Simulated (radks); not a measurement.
The numbers below are computed, except where a source is named.
All-electron atom: Dy20+ in [Kr] 4d10 (the NIST ground configuration).

Code: a radial shooting solver on a logarithmic mesh with Libxc functionals. Model: scalar-relativistic Kohn-Sham, SCAN, spin-polarised, spherical densities, finite nucleus; meta-GGA in the generalised Kohn-Sham scheme; Fermi nuclear charge, rms radius 5.2218 fm.

Energy parts (Ry):
| part | energy |
|---|---|
| total | -24025.6954 |
| kinetic | 25942.2583 |
| electron-nucleus | -56906.0503 |
| Hartree | 7426.3645 |
| exchange-correlation | -488.2679 |

Orbitals (lengths in bohr, moments of r in powers of bohr; r(90%) holds 90 % of the orbital's charge):
| orbital | occ. | eigenvalue (Ry) | <1/r> | <r^4> | r(90%) |
|---|---|---|---|---|---|
| 1s | 2 | -3988.243 | 74.55 | 9.928e-07 | 0.0382 |
| 2s | 2 | -698.8119 | 17.34 | 0.0001561 | 0.139 |
| 2p | 6 | -624.1564 | 16.09 | 0.0001178 | 0.129 |
| 3s | 2 | -187.4319 | 6.402 | 0.005870 | 0.343 |
| 3p | 6 | -164.3380 | 5.994 | 0.006174 | 0.348 |
| 3d | 10 | -134.6879 | 5.672 | 0.004883 | 0.329 |
| 4s | 2 | -66.74562 | 2.809 | 0.1199 | 0.725 |
| 4p | 6 | -58.71352 | 2.618 | 0.1455 | 0.762 |
| 4d | 10 | -47.77430 | 2.397 | 0.1801 | 0.808 |

The highest occupied level is 4d at -650.00 eV. The density falls to 0.001 e/bohr^3 at r = 1.48 bohr. The electron density at the nucleus is 7.77e+05 e/bohr^3 (large components only). Summed over all electrons, <r^2> = 7.049 bohr^2, which gives a Langevin (diamagnetic) susceptibility term of -5.58 x 10^-6 cm^3/mol.
